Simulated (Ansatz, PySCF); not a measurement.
Dimer: H2S (SMILES S) (first 3 atoms) with GeH4 (SMILES [GeH4]); geometry from B3LYP-D3(BJ)/def2-TZVP, rigid monomers moved along the line of their centres of mass till S1···Ge4 is 4.45 Å.
(charge 0, multiplicity 1):
```xyz
8

S      0.2669     1.8733     0.6899
H     -1.0639     1.8593     0.8654
H      0.2462     0.7260    -0.0072
Ge    -0.2319    -1.1014     3.9556
H     -1.0042     0.1749     4.3162
H      1.2707    -0.8046     3.8821
H     -0.7236    -1.6327     2.6004
H     -0.4915    -2.1707     5.0315
```

Monomers are frozen at their geometry in the pair; levels with a basis set take the counterpoise correction.

Frozen-core correlation. Filled d and f shells under p-block atoms count as core. CBS: X⁻³ extrapolation of the correlation energy, Hartree–Fock from the larger set.

Codes used: Ansatz (a first-principles code) with Gaussian orbitals; PySCF for the dispersion terms. Values without a source in brackets are computed.

PBE/def2-TZVPPD gives -19.9 meV for the interaction energy.

Where do these levels fall relative to PBE: PBE-D3(BJ)/def2-TZVPPD, r2SCAN/def2-TZVPPD, B3LYP/def2-TZVPPD, wB97M-V/def2-TZVPPD, MP2/CBS(def2-SVPD, def2-TZVPPD), CCSD(T)/CBS(def2-SVPD, def2-TZVPPD).

PBE-D3(BJ)/def2-TZVPPD -25.6; r2SCAN/def2-TZVPPD -5.2; B3LYP/def2-TZVPPD 21.8; wB97M-V/def2-TZVPPD -17.1; MP2/CBS(def2-SVPD, def2-TZVPPD) -15.6; CCSD(T)/CBS(def2-SVPD, def2-TZVPPD) -13.6 meV. 1 of 6 lie above PBE; the widest gap is to PBE-D3(BJ)/def2-TZVPPD.
